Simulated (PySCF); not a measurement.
Cd(H)(SH) (CdH2S), SMILES [SH][CdH].

The structure is a stationary point at PBE0-D3(BJ)/def2-TZVP. The def2 effective core potentials stand for the cores of Cd; spin–orbit coupling is left out.

All values below come from TDA-PBE0/def2-TZVPD (PySCF).

Vertical excitations. Gas-phase values at a fixed geometry. State labels are in the subgroup Cs.

```
state  symmetry  energy (eV)  λ (nm)      f                              main pairs
-----  --------  -----------  ------  -----  --------------------------------------
S1           A"         4.97     249  0.006                          HOMO→LUMO 97 %
S2           A"         5.18     239  0.037                        HOMO→LUMO+1 97 %
S3           A'         5.56     223  0.009                        HOMO→LUMO+2 87 %
S4           A'         6.01     206  0.005                        HOMO−1→LUMO 90 %
S5           A"         6.23     199  0.002    HOMO→LUMO+3 72 %, HOMO−1→LUMO+2 24 %
S6           A"         6.31     197  0.010    HOMO−1→LUMO+2 75 %, HOMO→LUMO+3 24 %
S7           A'         6.94     179  0.470  HOMO−1→LUMO+1 58 %, HOMO−1→LUMO+3 23 %
S8           A"         7.34     169  0.001                        HOMO→LUMO+4 89 %
S9           A"         7.47     166  0.005                        HOMO→LUMO+5 92 %
S10          A'         7.70     161  0.152    HOMO→LUMO+6 68 %, HOMO−1→LUMO+3 22 %
T1           A"         4.74     262      0        HOMO→LUMO+1 84 %, HOMO→LUMO 14 %
T2           A"         4.88     254      0        HOMO→LUMO 82 %, HOMO→LUMO+1 14 %
T3           A'         5.03     246      0                        HOMO→LUMO+2 96 %
T4           A'         5.38     230      0    HOMO−1→LUMO+1 75 %, HOMO−1→LUMO 15 %
```
Triplets are in the Tamm–Dancoff approximation.
